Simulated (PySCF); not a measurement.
**Electronic absorption of C8H7P**

Species: C8H7P.
Geometry (GFN2-xTB, Å), atoms numbered from 1 in this order:
```
atom  x, y, z in Å
C1     2.542   -0.060    0.177
C2     1.049   -0.011    0.082
C3     0.255   -0.688    1.004
C4    -1.120   -0.669    0.909
C5    -1.745    0.042   -0.122
C6    -3.140    0.069   -0.225
P7    -4.695    0.099   -0.341
C8    -0.949    0.724   -1.051
C9     0.424    0.693   -0.944
H10    2.863   -0.176    1.209
H11    2.988    0.842   -0.235
H12    2.922   -0.911   -0.391
H13    0.726   -1.240    1.805
H14   -1.728   -1.199    1.628
H15   -1.426    1.273   -1.850
H16    1.027    1.222   -1.668
```

Computed with TDDFT CAM-B3LYP/def2-SVPD, vertical, gas phase, core orbitals frozen in the response (PySCF 2.14.0, density-fitted response routines). GFN2-xTB frequencies show an imaginary mode (33i cm⁻¹), so this geometry is no minimum at that level.

```tsv
state	E (eV)	E (kJ/mol)	λ (nm)	f	|μ| (D)	symmetry	main configurations (H = HOMO, L = LUMO)
S1	3.86	373	320.8	0.0000	0.01	–	H→L+1 (65%), H-1→L (24%), H-3→L+1 (8%)
S2	4.04	389	307.2	0.228	3.86	A′	H→L (72%), H-1→L+1 (21%)
S3	4.19	404	296.0	0.0000	0.00	–	H-1→L (69%), H→L+1 (24%)
S4	4.91	474	252.3	0.0003	0.13	–	H→L+2 (48%), H-2→L (47%)
S5	5.67	547	218.7	0.563	5.12	A′	H-1→L+1 (34%), H-3→L (28%), H→L (21%)
S6	5.97	576	207.8	0.167	2.71	A″	H-2→L (49%), H→L+2 (48%)
S7	6.36	614	194.8	0.010	0.65	A′	H→L+3 (65%), H→L+4 (30%)
S8	6.62	638	187.4	0.0003	0.10	–	H-2→L+1 (97%)
```

Triplets, Tamm–Dancoff:

```csv
state,E (eV),λ (nm),"main configurations (H = HOMO, L = LUMO)"
T1,2.61,474.7,H→L (87%)
T2,3.42,362.3,"H→L+1 (54%), H-1→L (31%), H-3→L+1 (10%)"
T3,3.51,352.7,H-1→L+1 (93%)
```

The lowest singlet lies at 3.86 eV (321 nm, ultraviolet) and is dark (f under 0.0005); its leading configuration is HOMO→LUMO+1 (65%). The most intense listed level is S5 at 5.67 eV (219 nm, f = 0.563), 1.80 eV above S1. Löwdin shares by element: HOMO carbon 46% or more, phosphorus 27% (atoms not listed hold the other 27%); LUMO carbon 39% or more, phosphorus 32% (atoms not listed hold the other 29%). Orbital energies (eV): HOMO-3 -9.96, HOMO-2 -8.88, HOMO-1 -8.80, HOMO -7.58, LUMO -0.78, LUMO+1 0.19, LUMO+2 0.60. Of the 8 states listed, 4 reach f = 0.01 and 4 stay under 0.0005. The oscillator strengths of these states sum to 0.969; summed over the whole spectrum of an exact calculation they would give the number of electrons, 70 (Thomas–Reiche–Kuhn). Symmetry labels in Cs follow from the direction of the transition dipole and are given only for states with f of 0.002 or more. Singlets were solved by full linear response, triplets in the Tamm–Dancoff approximation.
